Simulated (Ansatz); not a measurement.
One change: `O=C(F)c1ccccc1` becomes `FC(F)(F)Cc1ccccc1`.

Ansatz, PBE0-D4/def2-TZVP geometries, multiplicity 1. Each molecule was computed in one conformer, which needn't be the lowest.

```csv
property,`O=C(F)c1ccccc1`
HOMO–LUMO gap (PBE0/def2-TZVPP) / eV,6.06
HOMO energy (ωB97M-V/def2-TZVPP) / eV,-10.06
size of the dipole moment (B3LYP/def2-TZVPP) / D,3.94
HOMO–LUMO gap (ωB97M-V/def2-TZVPP) / eV,10.20
HOMO energy (PBE0/def2-TZVPP) / eV,-7.98
size of the dipole moment (PBE/def2-TZVPP) / D,3.76
```

Problem. What does the change do to each property? (Estimate.)

Solution. Computed: 
```csv
property,`FC(F)(F)Cc1ccccc1`,shift
HOMO–LUMO gap (PBE0/def2-TZVPP) / eV,6.91,0.85
HOMO energy (ωB97M-V/def2-TZVPP) / eV,-9.52,0.54
size of the dipole moment (B3LYP/def2-TZVPP) / D,2.28,-1.66
HOMO–LUMO gap (ωB97M-V/def2-TZVPP) / eV,10.99,0.79
HOMO energy (PBE0/def2-TZVPP) / eV,-7.43,0.55
size of the dipole moment (PBE/def2-TZVPP) / D,2.10,-1.66
```

With PBE0 the HOMO rises by 0.55 eV and the LUMO rises by 1.39 eV, so the gap widens by about 0.84 eV. PBE moves the HOMO by 0.54 eV and ωB97M-V by 0.54 eV. Dipoles are sizes alone; their direction can turn.

B3LYP here is the variant with VWN-RPA as its local correlation; programs differ in this.
